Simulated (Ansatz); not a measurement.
`[CH3][V](=[O])([OH])[Cl]` + NH₃ → `[NH2][V](=[O])([OH])[Cl]` + CH₄ at 600 K and 1 bar (ligand exchange at a V–C bond).

Isolated molecules relaxed with PBE0-D4/def2-TZVP in Ansatz; ΔE leaves out vibrations. CCSD(T)/CBS is the MP2 limit (def2-TZVPP, def2-QZVPP) plus CCSD(T) − MP2 in def2-TZVPP, frozen cores. This one scheme is used for every species. For V outer-core shells are correlated without core-valence functions, which leaves a few kJ/mol of doubt a bond. Scalar relativity is left out up to krypton. Each species was taken in one conformer, which may not be the lowest.

| species | CCSD(T)/CBS energy (Eh) | H − E (kJ/mol) | S (J/(mol·K)) |
| --- | --- | --- | --- |
| `[CH3][V](=[O])([OH])[Cl]` | -1594.15676 | 204.0 | 448.1 |
| NH₃ | -56.50880 | 112.4 | 219.5 |
| `[NH2][V](=[O])([OH])[Cl]` | -1610.23816 | 175.6 | 434.7 |
| CH₄ | -40.46206 | 140.4 | 215.7 |

H − E and S are ideal-gas, rigid-rotor, harmonic terms from PBE0-D4/def2-TZVP, for one conformer and one mirror image of each species. 1 Eh = 2625.50 kJ/mol, R = 8.31446 J/(mol·K).

Question: By hand: ΔE, ΔH, ΔS and ΔG.

Answer: ΔE = (-1610.23816) + (-40.46206) − (-1594.15676) − (-56.50880) = -0.03466 Eh = -91.0 kJ/mol. Δ(H − E) = 175.6 + 140.4 − 204.0 − 112.4 = -0.4, so ΔH = -91.4 kJ/mol. ΔS = 434.7 + 215.7 − 448.1 − 219.5 = -17.2 J/(mol·K). ΔG = -91.4 − 600 × (-17.2)/1000 = -81.1 kJ/mol.

Question: By hand: the equilibrium constant, and the temperature at which ΔG would vanish if ΔH and ΔS stayed fixed.

Answer: log₁₀ K = −ΔG/(RT ln 10) = 7.1. ΔG = 0 at ΔH/ΔS = 5314 K, far beyond where these terms or the molecules hold.

ΔH outweighs TΔS. A doubt of 5 kJ/mol in ΔE shifts log₁₀ K by 0.4 here. Other conformers and mirror images would add mixing entropy, several J/(mol·K) or more a flexible species. These are equilibria of isolated gas molecules and say nothing of rates. Largest T1 diagnostic: 0.033 (customary marks: 0.02 for closed shells, 0.045 for open ones).
